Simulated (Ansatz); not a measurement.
Spectroscopic constants of MgBe+, multiplicity 2 (lowest of 2S+1 = 2, 4 at CCSD(T)/def2-TZVPP on PBE0 minima; our sources give no spin for the ground state, which may be another).

Seven points along R, fitted to fifth degree in 1/R; most abundant isotopes. Runs in def2 and cc sets follow the lowest solution found near the PBE0 minimum.

Programs: Ansatz (Gaussian orbitals). 

| level | r_e (Å) | ω_e (cm⁻¹) | B_e (cm⁻¹) | ω_e x_e (cm⁻¹) |
|---|---|---|---|---|
| SVWN5/def2-TZVPP | 2.598 | 348 | 0.381 | 3.3 |
| PBE/def2-TZVPP | 2.622 | 342 | 0.374 | 3.3 |
| r2SCAN/def2-TZVPP | 2.636 | 345 | 0.370 | 3.2 |
| B97M-V/def2-TZVPP | 2.633 | 327 | 0.371 | 4.6 |
| B3LYP/def2-TZVPP | 2.632 | 331 | 0.372 | 3.6 |
| PBE0/def2-TZVPP | 2.630 | 342 | 0.372 | 3.2 |
| BHLYP/def2-TZVPP | 2.645 | 328 | 0.368 | 3.3 |
| CAM-B3LYP/def2-TZVPP | 2.634 | 330 | 0.371 | 3.2 |
| wB97X-V/def2-TZVPP | 2.660 | 326 | 0.364 | 2.9 |
| wB97M-V/def2-TZVPP | 2.671 | 306 | 0.361 | 2.8 |
| B2PLYP/def2-TZVPP | 2.643 | 329 | 0.368 | 3.4 |
| CCSD/def2-TZVPP | 2.680 | 316 | 0.358 | 3.4 |
| CCSD/def2-QZVPP | 2.661 | 321 | 0.363 | 3.1 |
| CCSD(T)/def2-TZVPP | 2.674 | 319 | 0.360 | 3.4 |
| CCSD(T)/def2-QZVPP | 2.653 | 325 | 0.366 | 3.1 |

Correlated levels freeze the inner cores; with def2 sets outer-core shells near the valence are correlated too.

Doubts at one or more of the structures used: a spin-contaminated determinant (CCSD/def2-TZVPP, CCSD/def2-QZVPP, CCSD(T)/def2-TZVPP, CCSD(T)/def2-QZVPP).

Ansatz is a first-principles code.
